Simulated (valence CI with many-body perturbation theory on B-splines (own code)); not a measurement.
## Re LXVIII: calculated level list

Method: relativistic CI+MBPT: six valence electrons over a frozen Dirac-Fock core [He], a basis of 9 s, 9 p, 8 d, 6 f, 3 g, 1 h functions for each j, with the one-electron correlation potential Σ1 (screened to all orders), the two-electron term Σ2, the three-electron term Σ3, Breit, model QED; selected single and double excitations, second order for the rest, scaled by the run's own slope (own B-spline code, finite nucleus).

No measured spectrum was set against this ion. As an estimate, large intervals hold to a few tenths of a per cent, small ones and those within an open d or f shell to about a per cent. Among the levels kept, up to 2100 cm⁻¹ of a level comes from second order outside the variational space, and about a tenth of that is noise between levels of different J, which matters for small intervals.

Levels 1 to 45 of 56, with energies above the lowest level, (2s^2 2p1/2^2 2p3/2^2) J=2. "Leading %" is the weight of the configuration and term that name the level; weights of strongly mixed levels are sums over their largest components and can fall short, so below about 35 % the name and the second component can differ from the true leading terms, or belong to a minority configuration. In the jj column 3d3/2^4 stands for four electrons in 3d with j = 3/2. Lifetimes count E1, E2, E3, M1 and M2 decay at the calculated energies, and are blank where another channel may lead or the interval is too uncertain; long ones can be off by a factor of two.

```
No.  Configuration  Term  J  E (eV)  Leading %  Lifetime      g                        Leading jj
  1         2s²2p⁴    ³P  2       0         68            1.304      2s^2 2p1/2^2 2p3/2^2 (100 %)
  2         2s²2p⁴    ¹S  0      62         65   11.2 ms             2s^2 2p1/2^2 2p3/2^2 (100 %)
  3         2s²2p⁴    ³P  1    1489        100   29.0 ps  1.468        2s^2 2p1/2 2p3/2^3 (100 %)
  4         2s²2p⁴    ¹D  2    1508         68   65.3 ps  1.120        2s^2 2p1/2 2p3/2^3 (100 %)
  5          2s2p⁵   ³P°  2    1905        100   87.3 fs  1.462        2s 2p1/2^2 2p3/2^3 (100 %)
  6          2s2p⁵   ¹P°  1    1990         63   35.2 fs  1.153        2s 2p1/2^2 2p3/2^3 (100 %)
  7         2s²2p⁴    ³P  0    3023         65   8.80 ps                      2s^2 2p3/2^4 (99 %)
  8          2s2p⁵   ³P°  0    3406        100   44.0 fs                 2s 2p1/2 2p3/2^4 (100 %)
  9          2s2p⁵   ³P°  1    3444         63   40.6 fs  1.265          2s 2p1/2 2p3/2^4 (100 %)
 10            2p⁶    ¹S  0    3934         99   21.6 fs                   2p1/2^2 2p3/2^4 (99 %)
 11       2s²2p³3s   ³P°  2    8884         49   8.26 fs  1.480     2s^2 2p1/2^2 2p3/2 3s (100 %)
 12       2s²2p³3s   ¹P°  1    8893         32   3.53 fs  1.139     2s^2 2p1/2^2 2p3/2 3s (100 %)
 13       2s²2p³3p    ³P  1    9008         32    623 fs  1.468  2s^2 2p1/2^2 2p3/2 3p1/2 (100 %)
 14       2s²2p³3p    ³D  2    9010         26    382 fs  1.149  2s^2 2p1/2^2 2p3/2 3p1/2 (100 %)
 15       2s²2p³3p    ³D  3    9434         50    345 fs  1.316  2s^2 2p1/2^2 2p3/2 3p3/2 (100 %)
 16       2s²2p³3p    ³P  1    9435         34    344 fs  1.327  2s^2 2p1/2^2 2p3/2 3p3/2 (100 %)
 17       2s²2p³3p    ³P  2    9464         45    374 fs  1.309  2s^2 2p1/2^2 2p3/2 3p3/2 (100 %)
 18       2s²2p³3p    ³P  0    9491         69    176 fs         2s^2 2p1/2^2 2p3/2 3p3/2 (100 %)
 19       2s²2p³3d   ³D°  2    9558         33   6.83 fs  1.028  2s^2 2p1/2^2 2p3/2 3d3/2 (100 %)
 20       2s²2p³3d   ³F°  3    9566         27   29.5 fs  1.065   2s^2 2p1/2^2 2p3/2 3d3/2 (99 %)
 21       2s²2p³3d   ³D°  1    9570         35   2.34 fs  1.070  2s^2 2p1/2^2 2p3/2 3d3/2 (100 %)
 22       2s²2p³3d   ³P°  0    9574         65    748 fs         2s^2 2p1/2^2 2p3/2 3d3/2 (100 %)
 23       2s²2p³3d   ³F°  4    9666         51   5.22 ps  1.234  2s^2 2p1/2^2 2p3/2 3d5/2 (100 %)
 24       2s²2p³3d   ³D°  2    9678         34    920 as  1.217  2s^2 2p1/2^2 2p3/2 3d5/2 (100 %)
 25       2s²2p³3d   ³D°  3    9694         48    411 as  1.203   2s^2 2p1/2^2 2p3/2 3d5/2 (99 %)
 26       2s²2p³3d   ³D°  1    9707         32    615 as  1.074  2s^2 2p1/2^2 2p3/2 3d5/2 (100 %)
 27       2s²2p³3s   ⁵S°  2   10356         55   14.5 fs  1.575     2s^2 2p1/2 2p3/2^2 3s (100 %)
 28       2s²2p³3s   ³S°  1   10368         55   3.30 fs  1.296     2s^2 2p1/2 2p3/2^2 3s (100 %)
 29       2s²2p³3s   ³D°  3   10380        100   11.4 fs  1.297     2s^2 2p1/2 2p3/2^2 3s (100 %)
 30       2s²2p³3s   ¹D°  2   10389         67   3.64 fs  1.018     2s^2 2p1/2 2p3/2^2 3s (100 %)
 31       2s²2p³3s   ³P°  0   10435        100   7.96 fs            2s^2 2p1/2 2p3/2^2 3s (100 %)
 32       2s²2p³3s   ³P°  1   10439         67   5.78 fs  1.298     2s^2 2p1/2 2p3/2^2 3s (100 %)
 33       2s²2p³3p    ⁵P  1   10477         46   1.19 ps  1.633  2s^2 2p1/2 2p3/2^2 3p1/2 (100 %)
 34       2s²2p³3p    ³F  2   10485         34    655 fs  1.193  2s^2 2p1/2 2p3/2^2 3p1/2 (100 %)
 35       2s²2p³3p    ³F  3   10502         44    476 fs  1.077  2s^2 2p1/2 2p3/2^2 3p1/2 (100 %)
 36       2s²2p³3p    ³P  2   10543         50    335 fs  1.295   2s^2 2p1/2 2p3/2^2 3p1/2 (99 %)
 37       2s²2p³3p    ³D  1   10555         74    565 fs  0.631  2s^2 2p1/2 2p3/2^2 3p1/2 (100 %)
 38       2s²2p³3p    ³P  0   10604         65    346 fs          2s^2 2p1/2 2p3/2^2 3p1/2 (99 %)
 39        2s2p⁴3s    ⁵P  3   10712         69   23.1 fs  1.528      2s 2p1/2^2 2p3/2^2 3s (99 %)
 40        2s2p⁴3s    ³P  2   10743         58   4.07 fs  1.367      2s 2p1/2^2 2p3/2^2 3s (99 %)
 41        2s2p⁴3s    ³S  1   10824         64   7.42 fs  1.975      2s 2p1/2^2 2p3/2^2 3s (98 %)
 42        2s2p⁴3s    ³D  1   10831         33   3.68 fs  0.972      2s 2p1/2^2 2p3/2^2 3s (96 %)
 43        2s2p⁴3s    ³P  2   10838         55   15.7 fs  1.354      2s 2p1/2^2 2p3/2^2 3s (97 %)
 44        2s2p⁴3p   ⁵P°  2   10844         30   4.43 fs  1.577  2s 2p1/2^2 2p3/2^2 3p1/2 (100 %)
 45        2s2p⁴3p   ³D°  3   10846         40   1.80 fs  1.310   2s 2p1/2^2 2p3/2^2 3p1/2 (99 %)
```

The ionisation energy to 2s²2p³ ²P°3/2 of the next ion comes out as 16782 eV (NIST: 16780 ± 40 eV (theoretical)). All 56 levels together are meant to be complete up to 10965 eV.
